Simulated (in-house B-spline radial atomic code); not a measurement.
A fraction x of an electron is removed from 5p in neutral indium, starting from [Kr] 4d10 5s2 5p1 and keeping the highest spin. All numbers are computed (scalar-relativistic (X2C) BP86, spin-polarised, spherical fractional occupations; Fermi nucleus of rms radius 4.6156 fm) with a B-spline radial code for spherical atoms, not measured.

```tsv
x	E(x) - E(0) (eV)	5p up level (eV)
0	0.0000	-2.909
0.11	0.3515	-3.485
0.19	0.6475	-3.915
0.27	0.9781	-4.351
0.46	1.9053	-5.415
0.5	2.1264	-5.642
0.6	2.7193	-6.217
0.71	3.4384	-6.857
0.82	4.2280	-7.502
0.89	4.7676	-7.915
1	5.6740	-
```

The exact functional would give a straight line between the two integer points. Deviations E(x) - E(0) - x[E(1) - E(0)], in eV: -0.273 at x = 0.11, -0.431 at x = 0.19, -0.554 at x = 0.27, -0.705 at x = 0.46, -0.711 at x = 0.5, -0.685 at x = 0.6, -0.59 at x = 0.71, -0.425 at x = 0.82, -0.282 at x = 0.89.

The curve lies below the straight line by up to 0.711 eV (at x = 0.5): convex, the delocalisation error that favours fractional charges.

Task: How well does Slater's transition state (minus the level at half occupation) give the ionisation energy?

Result: It gives 5.642 eV against 5.674 eV from the two total energies; NIST lists 5.79 eV, ground level to ground level.
